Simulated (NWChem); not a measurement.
System: tert-butyl chloride (C4H9Cl); SMILES CC(Cl)(C)C

Computed with NWChem. Medium grid unless said otherwise, to which SCAN and Minnesota functionals are sensitive. Structure relaxed at the PBE0/def2-SVP level. Computed dipoles belong to the equilibrium geometry; the measured one is vibrationally averaged.

Measured dipole moment: 2.13 D (NIST CCCBDB, as tabulated in the package chemicals).

**Question.** Which of these levels lies farthest from the measured value, and how do the others fare: BLYP/def2-SVP; LDA (Slater exchange, PW92)/def2-SVP; MPW1K/def2-SVP; TPSSh/def2-SVP; B3LYP/def2-SVP; PBE/def2-SVP; LDA (Slater exchange, VWN5)/def2-SVP; M06-L/def2-SVP; B97-D/def2-SVP; M05-2X/def2-SVP?

**Answer.** BLYP/def2-SVP.
```json
[
 {"level": "B3LYP/def2-SVP", "dipole moment (D)": "1.96", "computed − measured": "-0.17"},
 {"level": "PBE/def2-SVP", "dipole moment (D)": "1.93", "computed − measured": "-0.20"},
 {"level": "M05-2X/def2-SVP", "dipole moment (D)": "2.09", "computed − measured": "-0.04"},
 {"level": "BLYP/def2-SVP", "dipole moment (D)": "1.83", "computed − measured": "-0.30"},
 {"level": "LDA (Slater exchange, VWN5)/def2-SVP", "dipole moment (D)": "1.91", "computed − measured": "-0.22"},
 {"level": "TPSSh/def2-SVP", "dipole moment (D)": "2.09", "computed − measured": "-0.04"},
 {"level": "B97-D/def2-SVP", "dipole moment (D)": "1.99", "computed − measured": "-0.14"},
 {"level": "LDA (Slater exchange, PW92)/def2-SVP", "dipole moment (D)": "1.91", "computed − measured": "-0.22"},
 {"level": "M06-L/def2-SVP", "dipole moment (D)": "2.22", "computed − measured": "+0.09"},
 {"level": "MPW1K/def2-SVP", "dipole moment (D)": "2.19", "computed − measured": "+0.06"}
]
```
